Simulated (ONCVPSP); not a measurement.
Mn (Z = 25): ONCV pseudisation with LDA (Perdew-Wang 92), scalar-relativistic reference atom.

Input for ONCVPSP 4.0.1:

```
# ATOM AND REFERENCE CONFIGURATION
# atsym  z   nc   nv     iexc    psfile
  Mn 25.00    5    2  -001012      upf
#
#   n    l    f
    1    0    2.00
    2    0    2.00
    2    1    6.00
    3    0    2.00
    3    1    6.00
    3    2    5.00
    4    0    1.00
#
# PSEUDOPOTENTIAL AND OPTIMIZATION
# lmax
    3
#
#   l,   rc,      ep,       ncon, nbas, qcut
    0    2.10    0.00    5    9    3.00
    1    2.25    0.06    5    8    4.40
    2    0.95    0.00    3    8    9.10
    3    1.75    0.16    4    7    7.30
#
# LOCAL POTENTIAL
# lloc, lpopt,  rc(5),   dvloc0
    4    5    0.80    0.00
#
# VANDERBILT-KLEINMAN-BYLANDER PROJECTORs
# l, nproj, debl
    0    2    2.00
    1    3    2.30
    2    2    1.90
    3    2    1.40
#
# MODEL CORE CHARGE
# icmod, fcfact, rcfact
    3    3.75    1.65
#
# LOG DERIVATIVE ANALYSIS
# epsh1, epsh2, depsh
   -2.00    5.00    0.02
#
# OUTPUT GRID
# rlmax, drl
    6.00    0.01
#
# TEST CONFIGURATIONS
# ncnf
    4
# nvcnf
#   n    l    f
    2
    3    2    5.00
    4    0    2.00
#
    2
    3    2    5.00
    4    0    0.00
#
    2
    3    2    4.00
    4    0    0.00
#
    3
    3    2    5.00
    4    0    1.00
    4    1    1.00
#
```

Command:

```bash
oncvpsp.x < Mn.dat > Mn.out
```

Resulting log (shortened: citation, most of the input echo, consistency checks and plot data are left out):

```
ONCVPSP  (Optimized Norm-Conservinng Vanderbilt PSeudopotential)
scalar-relativistic version 4.0.1

#   n    l    f        energy (Ha)
    1    0    2.00    -2.3604002E+02
    2    0    2.00    -2.7576357E+01
    2    1    6.00    -2.3444945E+01
    3    0    2.00    -3.4437881E+00
    3    1    6.00    -2.3078913E+00
    3    2    5.00    -5.5913169E-01
    4    0    1.00    -4.4699942E-01

Reference configufation results
  iterations    25
  all-electron total energy (Ha)   -1.15582387D+03

Begin loop to  construct optimized pseudo wave functions
and semi-local pseudopoentials for all angular momenta

   Wellstate for l =  0  n =  6
     eigenvalue =   1.5530
     asymptotic potential =   2.0530
     half-point radius =  4.3193

Calculating optimized projector #   1

 for l=   0

    Fraction of norm inside rc  0.255837
    Optimizing pswf for qcut=   3.01 a_B^-1,  ecut=   4.52 Ha
    Residual kinetic energy error=  7.32D-04 Ha

    Energy error per electron        Cutoff
         Ha          eV             Ha
         0.01000     0.27211        2.56
         0.00100     0.02721        4.27
         0.00010     0.00272       41.20
         0.00001     0.00027       51.55

Calculating optimized projector #   2

 for l=   0

    Fraction of norm inside rc  0.118536
    Optimizing pswf for qcut=   3.01 a_B^-1,  ecut=   4.52 Ha
    Residual kinetic energy error=  2.61D-02 Ha

    Energy error per electron        Cutoff
         Ha          eV             Ha
         0.01000     0.27211       10.17
         0.00100     0.02721       57.84
         0.00010     0.00272       68.02
         0.00001     0.00027       74.84

WARNING wellstate: moderately localized bound state found for n= 4 l=  1
WARNING scattering state with energy  0.05000000
WARNING will be used for the first projector

   Wellstate for l =  1  n =  5
     eigenvalue =   0.0500
     asymptotic potential =   0.5500
     half-point radius =  9.2817

   Wellstate for l =  1  n =  6
     eigenvalue =   2.3500
     asymptotic potential =   2.8500
     half-point radius =  3.8786

   Wellstate for l =  1  n =  7
     eigenvalue =   4.6500
     asymptotic potential =   5.1500
     half-point radius =  3.7328

Calculating optimized projector #   1

 for l=   1

    Fraction of norm inside rc  0.102340
    Optimizing pswf for qcut=   4.39 a_B^-1,  ecut=   9.65 Ha
    Residual kinetic energy error=  2.80D-04 Ha

    Energy error per electron        Cutoff
         Ha          eV             Ha
         0.01000     0.27211        1.07
         0.00100     0.02721        3.78
         0.00010     0.00272       26.45
         0.00001     0.00027       37.12

Calculating optimized projector #   2

 for l=   1

    Fraction of norm inside rc  0.138158
    Optimizing pswf for qcut=   4.39 a_B^-1,  ecut=   9.65 Ha
    Residual kinetic energy error=  4.65D-02 Ha

    Energy error per electron        Cutoff
         Ha          eV             Ha
         0.01000     0.27211       13.95
         0.00100     0.02721       43.18
         0.00010     0.00272       51.29
         0.00001     0.00027       56.84

Calculating optimized projector #   3

 for l=   1

    Fraction of norm inside rc  0.129855
    Optimizing pswf for qcut=   4.39 a_B^-1,  ecut=   9.65 Ha
    Residual kinetic energy error=  2.57D-01 Ha

    Energy error per electron        Cutoff
         Ha          eV             Ha
         0.01000     0.27211       15.81
         0.00100     0.02721       28.48
         0.00010     0.00272       57.95
         0.00001     0.00027       68.16

   Wellstate for l =  2  n =  4
     eigenvalue =   1.3409
     asymptotic potential =   1.8409
     half-point radius =  2.1313

Calculating optimized projector #   1

 for l=   2

    Fraction of norm inside rc  0.444263
    Optimizing pswf for qcut=   9.08 a_B^-1,  ecut=  41.22 Ha
    Residual kinetic energy error=  3.64D-02 Ha

    Energy error per electron        Cutoff
         Ha          eV             Ha
         0.01000     0.27211       87.40
         0.00100     0.02721      292.64

Calculating optimized projector #   2

 for l=   2

    Fraction of norm inside rc  0.122600
    Optimizing pswf for qcut=   9.08 a_B^-1,  ecut=  41.22 Ha
    Residual kinetic energy error=  2.55D-02 Ha

    Energy error per electron        Cutoff
         Ha          eV             Ha
         0.01000     0.27211       46.60
         0.00100     0.02721      132.44
         0.00010     0.00272      404.62

   Wellstate for l =  3  n =  4
     eigenvalue =   0.1600
     asymptotic potential =   0.6600
     half-point radius =  8.0589

   Wellstate for l =  3  n =  5
     eigenvalue =   1.5600
     asymptotic potential =   2.0600
     half-point radius =  4.0499

Calculating optimized projector #   1

 for l=   3

    Fraction of norm inside rc  0.003493
    Optimizing pswf for qcut=   7.29 a_B^-1,  ecut=  26.58 Ha
    Residual kinetic energy error=  1.51D-07 Ha

    Energy error per electron        Cutoff
         Ha          eV             Ha
         0.01000     0.27211        1.51
         0.00100     0.02721        4.09
         0.00010     0.00272       10.36
         0.00001     0.00027       17.21

Calculating optimized projector #   2

 for l=   3

    Fraction of norm inside rc  0.123700
    Optimizing pswf for qcut=   7.29 a_B^-1,  ecut=  26.58 Ha
    Residual kinetic energy error=  3.84D-05 Ha

    Energy error per electron        Cutoff
         Ha          eV             Ha
         0.01000     0.27211       11.30
         0.00100     0.02721       18.64
         0.00010     0.00272       24.51
         0.00001     0.00027       32.02

Construct Vanderbilt / Kleinmman-Bylander projectors

B matrix Hermiticity error, ll=   0
   1   2   -8.0069E-05

  Orthonormal projector coefficients  1.3147E+01  1.9043E+00

B matrix Hermiticity error, ll=   1
   1   2    6.3887E-05
   1   3   -7.9972E-05
   2   3    1.1545E-04

  Orthonormal projector coefficients  2.5718E+01 -8.9716E+00  2.3507E+00

B matrix Hermiticity error, ll=   2
   1   2    2.2876E-04

  Orthonormal projector coefficients -2.7969E+01 -6.5212E+00

B matrix Hermiticity error, ll=   3
   1   2    3.5605E-06

  Orthonormal projector coefficients -9.0428E+00 -2.3330E+00

Model core correction analysis
  based on d2Exc/dn_idn_j

d2excae - all-electron derivatives

   -2.525237D-02   -1.014423D-02
   -1.013796D-02   -4.081048D-02

d2excps - pseudofunction derivatives with no core correction

   -5.503120D-02   -1.259105D-02
   -1.258441D-02   -4.325130D-02

rms 2nd derivative error    1.503919E-02

rmatch, rhocmatch    1.4258    1.1401

Teter function model core charge with specified parameters

d2excps - pseudofunction derivatives with core correction

   -4.110796D-02   -8.641125D-03
   -8.637131D-03   -3.569867D-02

rms 2nd derivative error    8.397054E-03

Pseudoatom total energy  -14.592972

Diagnostic tests using Vanderbilt-Kleinman-Bylander pseudopotentials
  1 or more projectors used as specified by nproj input data

   l    rcore       rmatch      e in        delta e   norm test  slope test

   0   2.1034235   2.1672880  -0.4469994  -0.0000004   1.0000208   1.0000105
   0   2.1034235   2.1672880   1.5530006   0.0000004   1.0001858   1.0001858

   1   2.2599691   2.3285866   0.0500000   0.0000033   1.0001363   1.0001363
run_diag: lschvkbbe ERROR   2   3   1  60  2.35000000E+00  2.06500000E+00
   1   2.2599691   2.3285866   2.3500000  -0.2850000   0.2709566   0.1704023
run_diag: lschvkbbe ERROR   3   3   1  60  4.65000001E+00  4.13500001E+00
   1   2.2599691   2.3285866   4.6500000  -0.5150000   0.3000182   1.4689168

   2   0.9549778   0.9839730  -0.5591317  -0.0008202   0.9997604   0.9967656
   2   0.9549778   0.9839730   1.3408683  -0.0009824   1.0000485   1.0000485

   3   1.7578722   1.8112450   0.1600000   0.0000181   1.0000385   1.0000385
   3   1.7578722   1.8112450   1.5600000   0.0000326   1.0001092   1.0001092

 Testing for bound ghosts
   n   l    E NL Schr. Eq   E Basis Diag.   E Cutoff

       0                       -4.727244     78.29  WARNING - GHOST(-)
   1   0       -0.447000       -0.441701     78.29

       1                       -1.802690     77.06  WARNING - GHOST(-)
   2   1       -0.271472       -0.259117     77.06

   3   2       -0.559952       -0.514143    376.84

   4   3       -0.033716        0.377725     94.37

 Testing for highly-localized positive-energy ghosts
       l    <radius>/rc     E Basis Diag.   E Cutoff

       1        0.365987       32.994937     77.06  WARNING - GHOST(+)

Test configuration 0

   n   l     f        eae           eps        diff
   1   0  2.0000 -236.04001575
   2   0  2.0000  -27.57635697
   2   1  6.0000  -23.44494514
   3   0  2.0000   -3.44378808
   3   1  6.0000   -2.30789128
   3   2  5.0000   -0.55913169   -0.55995193   -8.20D-04
   4   0  1.0000   -0.44699942   -0.44699980   -3.80D-07

    Total energies and differences
      AE_ref= -1.15582387D+03  AE_tst= -1.15582387D+03  dif=  0.00D+00
      PS_ref= -1.45929724D+01  PS_tst= -1.45929724D+01  dif=  3.55D-15
      PSP excitation error= -3.55D-15

Test configuration 1

   n   l     f        eae           eps        diff
   1   0  2.0000 -235.73234374
   2   0  2.0000  -27.27534126
   2   1  6.0000  -23.14334828
   3   0  2.0000   -3.13866049
   3   1  6.0000   -2.00246028
   3   2  5.0000   -0.25757938   -0.25949114   -1.91D-03
   4   0  2.0000   -0.19413997   -0.19233299    1.81D-03

    Total energies and differences
      AE_ref= -1.15582387D+03  AE_tst= -1.15614163D+03  dif= -3.18D-01
      PS_ref= -1.45929724D+01  PS_tst= -1.49095007D+01  dif= -3.17D-01
      PSP excitation error= -1.23D-03

Test configuration 2

   n   l     f        eae           eps        diff
   1   0  2.0000 -236.39862315
   2   0  2.0000  -27.92476866
   2   1  6.0000  -23.79424140
   3   0  2.0000   -3.79666700
   3   1  6.0000   -2.66079111
   3   2  5.0000   -0.90482922   -0.90860755   -3.78D-03

    Total energies and differences
      AE_ref= -1.15582387D+03  AE_tst= -1.15524066D+03  dif=  5.83D-01
      PS_ref= -1.45929724D+01  PS_tst= -1.40060035D+01  dif=  5.87D-01
      PSP excitation error= -3.76D-03

Test configuration 3

   n   l     f        eae           eps        diff
   1   0  2.0000 -237.09102144
   2   0  2.0000  -28.64141158
   2   1  6.0000  -24.50859910
   3   0  2.0000   -4.46170827
   3   1  6.0000   -3.31645016
   3   2  4.0000   -1.52483854   -1.55285759   -2.80D-02

    Total energies and differences
      AE_ref= -1.15582387D+03  AE_tst= -1.15403471D+03  dif=  1.79D+00
      PS_ref= -1.45929724D+01  PS_tst= -1.27854909D+01  dif=  1.81D+00
      PSP excitation error= -1.83D-02

Test configuration 4

   n   l     f        eae           eps        diff
   1   0  2.0000 -235.79212256
   2   0  2.0000  -27.33213317
   2   1  6.0000  -23.20028792
   3   0  2.0000   -3.19814140
   3   1  6.0000   -2.06199924
   3   2  5.0000   -0.31473764   -0.31641453   -1.68D-03
   4   0  1.0000   -0.23084577   -0.22998822    8.58D-04
   4   1  1.0000   -0.08229175   -0.08191500    3.77D-04

    Total energies and differences
      AE_ref= -1.15582387D+03  AE_tst= -1.15599746D+03  dif= -1.74D-01
      PS_ref= -1.45929724D+01  PS_tst= -1.47661676D+01  dif= -1.73D-01
      PSP excitation error= -3.92D-04
```

Note: ghosts flagged at negative energy: s at -128.6 eV, p at -49.1 eV; GHOST(+) flags only above 600 eV. A true bound ghost makes a file unfit for plane-wave use.

The run took about 4.8 s on one core of a shared server CPU.
